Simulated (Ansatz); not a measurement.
Energy needed to pull apart AlF3 (SMILES [F][Al]([F])[F]), closed shell, into free ground-state atoms, from the structure below (displaced at random from a GFN2-xTB minimum); no zero-point or spin–orbit terms; open-shell atoms are treated unrestricted, in their ground-state multiplicity.

```xyz
4
angstrom
F 0.8378 -0.7058 1.2058
Al 0.0681 -0.0662 -0.0717
F -1.4485 -0.6265 -0.4037
F 0.5742 1.3230 -0.6923
```

Ansatz 0.2.0; basis: def2-TZVPP; cores frozen in the correlated methods.

```csv
method,atomization energy (kcal/mol)
PBE-D4,424.2
r2SCAN-D4,422.3
PBE0-D4,?
HSE06-D4,410.1
wB97X-V,419.2
wB97M-V,419.6
HF,?
MP2,439.6
CCSD,406.3
CCSD(T),413.1
```

Q: What does PBE0-D4 give? (To be estimated.)

A: Computed: 410.0 kcal/mol, which is about 3.1 kcal/mol less than CCSD(T)/def2-TZVPP.

Q: What does HF give? (Judge from chemistry; the value comes from the calculation.)

A: The calculation gives: 317.2 kcal/mol, which is about 95.8 kcal/mol less than CCSD(T)/def2-TZVPP.

In triple zeta the MP2 and coupled-cluster atomization energies are still short of their basis limit by a few kcal/mol a bond, whereas those of the functionals are nearly converged, so these differences are not deviations from converged CCSD(T).

No T1 diagnostic of these runs exceeds 0.013.

For scale, one of the runs: CCSD(T)/def2-TZVPP forces, 135 basis functions (an equivalent command: `ansatz run in.yaml --threads 4`). Hardware: 4 CPU threads, shared host. Wall time 43 s; peak host memory 1.3 GiB.
